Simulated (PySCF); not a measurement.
ZnH and its ions

TPSS; Zn def2-TZVPPD, H def2-TZVPPD; no relativity (PySCF 2.14). Neutral (UKS): doublet (σ ↑), Re = 1.610 Å, ωe = 1552 cm⁻¹, De = 1.25 eV, HOMO -4.66 eV, LUMO -3.16 eV.

ZnH⁺ (UKS): singlet (closed shell), Re = 1.526 Å, ωe = 1916 cm⁻¹, De = 2.58 eV to Zn⁺ + H. The energies at the minima are -1779.94886 hartree for ZnH and -1779.66029 for ZnH⁺.

Problem. Work out the adiabatic ionisation energy, without and with harmonic zero-point energies (1 hartree = 27.2114 eV, 1 eV = 8065.5 cm⁻¹), and the change of the bond length.

Solution. At TPSS: 0.28857 hartree = 7.852 eV between the minima; the zero-point term (1916.0 − 1552.0)/2 cm⁻¹ = +0.023 eV makes it 7.875 eV. Re changes by -8.4 pm against the neutral. The electron leaves a σ orbital, and the shorter bond of the ion fits an antibonding orbital, or a change in how ionic the bond is.

For an ion De counts to the pair picked by the measured ionisation energies or electron affinities, which need not be the lowest pair at this level. States were picked by a PBE0 search and need not be the measured ground states.
